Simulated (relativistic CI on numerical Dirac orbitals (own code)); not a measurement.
# Co⁺ in a cubic cluster: 1s photoemission with charge transfer

Computed with a charge-transfer multiplet model of a cubic metal-ligand cluster with up to 2 ligand holes, Slater and spin-orbit integrals from Dirac-Coulomb-Breit ions, Slater integrals scaled by 0.8. The ground state mixes d8 with configurations of k ligand holes L, whose averages lie at kΔ + k(k − 1)U_dd/2; a core hole lowers each added d electron by U_cd. 300 K, Lorentzian 1.1 eV and Gaussian 0.6 eV FWHM.

Atomic integrals in eV (Slater integrals scaled, ζ unscaled), ground: F2dd 8.285, F4dd 5.103, zeta_d 0.056; with the core hole: F2dd 9.795, F4dd 6.079, zeta_d 0.082, G2cd 0.053.

Cluster parameters (eV): U_dd = 6.1, U_cd = 6.7, 10Dq = 0.7, 10Dq(ligand) = 0.4, V(eg) = 2.45, V(t2g) = -1.24, final-state hopping factor = 1.

```
      Case   n_d    d8   d9L  d10L2     S
Δ = 4.9 eV  8.20  0.81  0.19   0.01  1.00
Δ = 5.9 eV  8.16  0.84  0.16   0.00  1.00
Δ = 6.9 eV  8.14  0.87  0.13   0.00  1.00
Δ = 7.9 eV  8.11  0.89  0.11   0.00  1.00
Δ = 8.9 eV  8.10  0.90  0.09   0.00  1.00
```

Weights, n_d and S are thermal averages at 300 K. Binding energies count from the first peak over 30 % of the highest in each spectrum, which can be another peak from case to case. The parameters are a model scan and need not match a compound or its usual spin state. Peaks in eV (height, largest 100):
- Δ = 4.9 eV: 0.0 (100), 6.1 (31)
- Δ = 5.9 eV: 0.0 (100), 6.2 (25)
- Δ = 6.9 eV: 0.0 (100), 6.3 (19)
- Δ = 7.9 eV: 0.0 (100), 6.5 (14)
- Δ = 8.9 eV: 0.0 (100), 6.9 (10)

Curve for Δ = 8.9 eV (points under 2 left out, the grid thinned):

(E (eV), Intensity): (-3.6, 2.7), (-3.3, 3.3), (-3.1, 3.7), (-2.8, 4.5), (-2.5, 5.6), (-2.2, 7.2), (-2.0, 8.7), (-1.7, 11.9), (-1.4, 17.2), (-1.2, 22.7), (-0.9, 36.2), (-0.6, 59.1), (-0.4, 78.1), (-0.1, 98.8), (0.2, 92.3), (0.5, 65.6), (0.7, 47.9), (1.0, 29.4), (1.3, 18.9), (1.5, 14.6), (1.8, 10.4), (2.1, 7.8), (2.4, 6.1), (2.6, 5.2), (2.9, 4.3), (3.2, 3.6), (3.4, 3.3), (3.7, 2.8), (4.0, 2.6), (4.2, 2.4), (4.5, 2.3), (4.8, 2.2), (5.1, 2.3), (5.3, 2.4), (5.6, 2.8), (5.9, 3.7), (6.1, 4.6), (6.4, 6.8), (6.7, 9.3), (6.9, 10.1), (7.2, 9.0), (7.5, 6.3), (7.8, 4.1), (8.0, 3.1), (8.3, 2.2)

For the case Δ = 6.9 eV, Δ = 6.9 eV is larger than U_dd = 6.1 eV, the Mott-Hubbard side of the Zaanen-Sawatzky-Allen scheme. With the core hole the configuration with one ligand hole lies at Δ − U_cd = -1.8, -0.8, 0.2, 1.2, 2.2 eV from the one without, in the order of the table; where this is negative the screened configuration lies lower, though the effective hopping of about 3.3 eV (from the holes of the mixed ground state) mixes the two strongly wherever it is as large as the gap.
